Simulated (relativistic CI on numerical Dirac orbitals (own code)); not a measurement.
## V2+ in a cubic cluster: 1s photoemission with charge transfer

Computed with a charge-transfer multiplet model of a cubic metal-ligand cluster with up to 2 ligand holes, Slater and spin-orbit integrals from Dirac-Coulomb-Breit ions, Slater integrals scaled by 0.9. The ground state mixes d3 with configurations of k ligand holes L, whose averages lie at kΔ + k(k − 1)U_dd/2; a core hole lowers each added d electron by U_cd. 300 K, Lorentzian 1.1 eV and Gaussian 0.6 eV FWHM.

Atomic integrals in eV (Slater integrals scaled, ζ unscaled), ground: F2dd 8.026, F4dd 4.988, zeta_d 0.019; with the core hole: F2dd 9.721, F4dd 6.087, zeta_d 0.034, G2cd 0.043.

Cluster parameters (eV): Δ = 4.2, U_dd = 4.7, 10Dq = 0.45, 10Dq(ligand) = 0.9, V(eg) = 3.05, V(t2g) = -1.62, final-state hopping factor = 0.8.

```
         Case   n_d    d3   d4L  d5L2     S
U_cd = 3.6 eV  3.63  0.46  0.46  0.09  1.50
U_cd = 5.4 eV  3.63  0.46  0.46  0.09  1.50
U_cd = 6.6 eV  3.63  0.46  0.46  0.09  1.50
```

Weights, n_d and S are thermal averages at 300 K. Binding energies count from the first peak over 30 % of the highest in each spectrum, which can be another peak from case to case. The parameters are a model scan and need not match a compound or its usual spin state. Peaks in eV (height, largest 100):
- U_cd = 3.6 eV: 0.0 (100)
- U_cd = 5.4 eV: 0.0 (100), 4.7 (7), 10.3 (6)
- U_cd = 6.6 eV: 0.0 (100), 4.5 (10), 10.5 (10)

Curve for U_cd = 5.4 eV (points under 2 left out, the grid thinned):

```json
{"E (eV)": "-3.8", "Intensity": "2.5"}
{"E (eV)": "-3.5", "Intensity": "3.0"}
{"E (eV)": "-3.2", "Intensity": "3.6"}
{"E (eV)": "-2.8", "Intensity": "4.6"}
{"E (eV)": "-2.5", "Intensity": "5.8"}
{"E (eV)": "-2.2", "Intensity": "7.5"}
{"E (eV)": "-1.9", "Intensity": "10.0"}
{"E (eV)": "-1.5", "Intensity": "15.8"}
{"E (eV)": "-1.2", "Intensity": "23.9"}
{"E (eV)": "-0.9", "Intensity": "38.3"}
{"E (eV)": "-0.6", "Intensity": "62.2"}
{"E (eV)": "-0.2", "Intensity": "96.3"}
{"E (eV)": "0.1", "Intensity": "96.7"}
{"E (eV)": "0.4", "Intensity": "72.5"}
{"E (eV)": "0.7", "Intensity": "45.8"}
{"E (eV)": "1.0", "Intensity": "28.2"}
{"E (eV)": "1.4", "Intensity": "16.1"}
{"E (eV)": "1.7", "Intensity": "11.4"}
{"E (eV)": "2.0", "Intensity": "8.5"}
{"E (eV)": "2.3", "Intensity": "6.7"}
{"E (eV)": "2.7", "Intensity": "5.1"}
{"E (eV)": "3.0", "Intensity": "4.4"}
{"E (eV)": "3.3", "Intensity": "4.0"}
{"E (eV)": "3.6", "Intensity": "4.0"}
{"E (eV)": "3.9", "Intensity": "4.3"}
{"E (eV)": "4.3", "Intensity": "5.7"}
{"E (eV)": "4.6", "Intensity": "6.9"}
{"E (eV)": "4.9", "Intensity": "6.9"}
{"E (eV)": "5.2", "Intensity": "5.5"}
{"E (eV)": "5.6", "Intensity": "3.5"}
{"E (eV)": "5.9", "Intensity": "2.7"}
{"E (eV)": "6.2", "Intensity": "2.3"}
{"E (eV)": "6.5", "Intensity": "2.1"}
{"E (eV)": "7.9", "Intensity": "2.0"}
{"E (eV)": "8.3", "Intensity": "2.7"}
{"E (eV)": "8.6", "Intensity": "3.6"}
{"E (eV)": "8.9", "Intensity": "4.4"}
{"E (eV)": "9.2", "Intensity": "4.7"}
{"E (eV)": "9.6", "Intensity": "4.9"}
{"E (eV)": "9.9", "Intensity": "5.5"}
{"E (eV)": "10.2", "Intensity": "6.1"}
{"E (eV)": "10.5", "Intensity": "5.8"}
{"E (eV)": "10.9", "Intensity": "4.1"}
{"E (eV)": "11.2", "Intensity": "2.9"}
{"E (eV)": "11.5", "Intensity": "2.0"}
```

For the case U_cd = 5.4 eV, Δ = 4.2 eV is smaller than U_dd = 4.7 eV, the charge-transfer side of the Zaanen-Sawatzky-Allen scheme. With the core hole the configuration with one ligand hole lies at Δ − U_cd = 0.6, -1.2, -2.4 eV from the one without, in the order of the table; where this is negative the screened configuration lies lower, though the effective hopping of about 5.0 eV (from the holes of the mixed ground state) mixes the two strongly wherever it is as large as the gap.
